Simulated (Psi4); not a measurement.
Pair of molecules, SMILES N#N with SMILES CC#N (the first has 2 atoms); geometry from B3LYP-D3(BJ)/def2-TZVP.
(charge 0, multiplicity 1):
```xyz
8

N     -0.1495     0.1253    -0.2156
N      0.2196    -0.6151    -0.9260
C     -0.1066     1.2465     3.1925
C      0.7053     0.0595     2.9803
N      1.3450    -0.8790     2.8036
H      0.5138     2.0667     3.5544
H     -0.5756     1.5446     2.2548
H     -0.8846     1.0434     3.9288
```

These are SAPT0/jun-cc-pV(D+d)Z in Psi4 values and carry that method's errors.

### Question
Give the four SAPT terms and the total, and say what mostly holds the pair together.

### Answer
electrostatics -43.7, exchange 59.9, induction -8.7, dispersion -46.5, total -39.0 meV; the largest attraction is dispersion.
